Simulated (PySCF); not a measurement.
Identify the compound

An unknown has the formula C3H5N3OSi. Its calculated NMR data are:

1H NMR (500 MHz, computed): δ 10.60 (s, 1H), 8.44 (s, 1H), 5.40 (s, 3H).

13C{1H} NMR (computed): δ 191.2 (CH), 155.0 (C), 137.6 (CH).

In vacuum, a single conformation, fast rotation and ring inversion assumed for equivalent nuclei, non-relativistic Hamiltonian. σ from GIAO-PBE0/pcSseg-1; geometry: GFN2-xTB; PySCF.

Referencing at the same level of theory: TMS for 1H (σref 31.72) and 13C (σref 186.93).

What is the structure?

Results:


- The formula gives 4 degrees of unsaturation (1 ring in the answer).
- 3 carbon signals for 3 carbons: no two carbons are equivalent.
- Carbon types of the structure: 1 × C, 2 × CH, leaving 3 H on heteroatoms.
- δC 191.2: aldehyde carbonyl carbon; low-lying n→π* states of the double bond to the heteroatom give a large paramagnetic term (-245 ppm).
- δC 155.0: substituted aromatic carbon next to a ring nitrogen.
- δC 137.6: aromatic CH next to a ring nitrogen.
- δH 10.60: hydrogen on an aldehyde carbonyl carbon; the C=O anisotropy and electron withdrawal place aldehyde protons far downfield.
- δH 8.44: hydrogen on an aromatic CH next to a ring nitrogen; ring current plus the neighbouring ring nitrogen.
- δH 5.40: hydrogen on a silicon bonded to N.

Structure: `InChI=1S/C3H5N3OSi/c7-2-3-1-6(8)5-4-3/h1-2H,8H3`.

The shifts were computed for this structure.

Shifts are as computed. Against solution values, carbons near 30 ppm lie about +3 ppm off and those near 130 ppm about +5 ppm. Of 1211 compounds with measured shifts, 218 miss one by over three times the rms of a fit or turn the order of signals round; such compounds aren't used in these exercises. Multiplicities follow the n + 1 count of equivalent neighbours, as no J values were calculated; m marks all less simple cases, F and P coupling included.
